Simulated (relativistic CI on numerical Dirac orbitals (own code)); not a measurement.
**Radial parameters of Lu55+**

Method of calculation: Dirac-Coulomb-Breit CI, orbitals from a KLI potential per configuration, model QED (radiative potential, 1s self-energy scaled to tabulated hydrogen-like ionisation energies), unscaled Slater integrals (own radial code, finite nucleus).

Slater integrals F^k, G^k are unscaled and averaged over j, outside the closed core [Ne]; ζ comes from projecting the Hamiltonian with its Breit term on Σ l·s of the shell.

- 3s2 3p4: F^2(3p,3p) = 509460, ζ(3p) = 1.5572e+06 cm⁻¹; <r>(3p) = 0.1919, <r^2>(3p) = 0.04267 (bohr units).
- 3s 3p5: G^1(3s,3p) = 646670, ζ(3p) = 1.557e+06 cm⁻¹; <r>(3s) = 0.1961, <r^2>(3s) = 0.04397, <r>(3p) = 0.192, <r^2>(3p) = 0.04271 (bohr units).
- 3s2 3p3 3d: F^2(3p,3p) = 509130, ζ(3p) = 1.556e+06, F^2(3p,3d) = 514050, G^1(3p,3d) = 532860, G^3(3p,3d) = 360250, ζ(3d) = 211860 cm⁻¹; <r>(3p) = 0.1921, <r^2>(3p) = 0.04273, <r>(3d) = 0.1701, <r^2>(3d) = 0.03337 (bohr units).

Averages of the first 10 configurations, taken without configuration mixing, which lowers the lowest level and can move excited configurations by several eV; other configurations of the list can lie among them:

```json
{"Configuration": "3s2 3p4", "Parity": "even", "States": "15", "Average energy above the lowest level (eV)": "203.4"}
{"Configuration": "3s 3p5", "Parity": "odd", "States": "12", "Average energy above the lowest level (eV)": "586.5"}
{"Configuration": "3s2 3p3 3d", "Parity": "odd", "States": "200", "Average energy above the lowest level (eV)": "569.6"}
{"Configuration": "3p6", "Parity": "even", "States": "1", "Average energy above the lowest level (eV)": "991.9"}
{"Configuration": "3s 3p4 3d", "Parity": "even", "States": "300", "Average energy above the lowest level (eV)": "943.2"}
{"Configuration": "3p5 3d", "Parity": "odd", "States": "60", "Average energy above the lowest level (eV)": "1339.0"}
{"Configuration": "3s 3p3 3d2", "Parity": "odd", "States": "1800", "Average energy above the lowest level (eV)": "1308.5"}
{"Configuration": "3s2 3p2 3d 4p", "Parity": "odd", "States": "900", "Average energy above the lowest level (eV)": "3109.3"}
{"Configuration": "3p5 4s", "Parity": "odd", "States": "12", "Average energy above the lowest level (eV)": "3367.9"}
{"Configuration": "3s 3p3 3d 4s", "Parity": "odd", "States": "800", "Average energy above the lowest level (eV)": "3324.3"}
```
